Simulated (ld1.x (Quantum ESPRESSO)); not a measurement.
## V: TM pseudisation with PBEsol, fully relativistic reference atom.

ld1.x (Quantum ESPRESSO) 7.5 input, shortened:

```
&input
   title='V', zed=23., rel=2, dft='PBESOL', iswitch=3,
   config='[Ar] 3d3 4s1.5 4p0', rel_dist='average'
 /
 &inputp
   pseudotype=2, tm=.true., lloc=-1, rcloc=1.30,
   nlcc=.true., new_core_ps=.true., rcore=1.20
 /
3
4S  1  0   1.50   0.00  2.90  2.90  0.0
3P  2  1   6.00   0.00  1.20  1.20  0.0
3D  3  2   3.00   0.00  1.25  1.25  0.0
 &test
   configts(1)='3p6 3d3 4s1.5 4p0'
 /
```

Open shells are filled in proportion to 2j + 1 (rel_dist='average').

All-electron outer shells of the reference configuration (PBEsol, scalar-relativistic, ld1.x):

```json
{"shell": "3s", "level (eV)": "-73.66", "outermost node (bohr)": "0.38", "outermost maximum (bohr)": "0.82"}
{"shell": "3p", "level (eV)": "-47.58", "outermost node (bohr)": "0.35", "outermost maximum (bohr)": "0.84"}
{"shell": "3d", "level (eV)": "-8.76", "outermost node (bohr)": "–", "outermost maximum (bohr)": "0.90"}
{"shell": "4s", "level (eV)": "-7.72", "outermost node (bohr)": "1.17", "outermost maximum (bohr)": "2.69"}
{"shell": "4p", "level (eV)": "-4.01", "outermost node (bohr)": "1.29", "outermost maximum (bohr)": "3.37"}
```

Does the generator finish with these settings?

Yes, a potential is produced.

Estimate the cutoffs (Ry, on a coarse ladder) from which the occupation-weighted sum of valence levels, in a spherical-Bessel basis at the reference potential, stays within 10 and 1 mRy of its value at 400 Ry.

120 Ry and 140 Ry.

Does the potential have ghost states?

Ghost state, extra bound levels that the all-electron valence spectrum of the same l lacks: s at -80.0 eV. A true bound ghost makes a file unfit for plane-wave use.

Which valence shell sets the plane-wave cutoff?

3d: its level needs 140 Ry to come within 1 mRy, against 70 Ry for 3p.

Tests: 3p6 3d3 4s2 4p0; 3p6 3d3 4s1 4p0; 3p6 3d3 4s0 4p0; 3p6 3d3.5 4s1.5 4p0; 3p6 3d3 4s0 4p2; 3p5 3d3 4s2 4p0; 3p6 3d2 4s2 4p0. Which has the largest error in its energy relative to the reference configuration, and how large is it?

3p5 3d3 4s2 4p0, with -118 meV (all-electron minus pseudo) on +47.76 eV.
